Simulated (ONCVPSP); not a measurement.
# Building the ONCV potential for C (LDA (Perdew-Wang 92), scalar-relativistic).

| Property | Result |
| --- | --- |
| Element | C |
| Generator | ONCVPSP 4.0.1 |
| Type | optimised norm-conserving Vanderbilt (ONCV) |
| Functional | LDA (Perdew-Wang 92) |
| Relativity | scalar-relativistic |
| Frozen core | [He] |
| Valence charge | 4 |
| Reference configuration | 2s2 2p2 |
| Partial waves | 2s: rc 1.25 bohr, ncon 4, nbas 9, qcut 5.2 1/bohr, 2 projectors, debl 1.4 Ha; 2p: rc 3.05 bohr, ncon 4, nbas 8, qcut 5.4 1/bohr, 1 projector; d scattering state at 0.03 Ha: rc 2.80 bohr, ncon 3, nbas 7, qcut 3.1 1/bohr, 2 projectors, debl 1.4 Ha |
| Local potential | polynomial inside 1.15 bohr (lpopt 5, dvloc0 6 Ha) |
| Core correction | Teter function, fcfact 4.5, rcfact 1.2 |

All-electron outer shells of the reference configuration (LDA (PZ), scalar-relativistic, ld1.x):

```tsv
shell	level (eV)	outermost node (bohr)	outermost maximum (bohr)
1s	-270.81	–	0.18
2s	-13.64	0.38	1.22
2p	-5.42	–	1.19
```

Task: Does the generator finish with these settings?

Result: Yes, a potential is produced and its reference levels are reproduced.

Task: Estimate the cutoffs (Ha) at which the residual kinetic energy of the hardest occupied pseudo-wave falls to 1 and 0.1 mHa per electron.

Result: 17 Ha and 131 Ha.

Task: What does a ghost test show?

Result: No bound ghost flagged; no localised positive-energy state flagged.

Task: Which valence shell sets the plane-wave cutoff?

Result: 2s: 17 Ha for 1 mHa per electron, against 8 Ha for 2p.

Task: Tests: 2s2 2p1; 2s2 2p0; 2s1 2p0; 2s0 2p4. Which has the largest error in its energy relative to the reference configuration, and how large is it?

Result: 2s1 2p0, with +2084 meV (all-electron minus pseudo) on +83.21 eV.
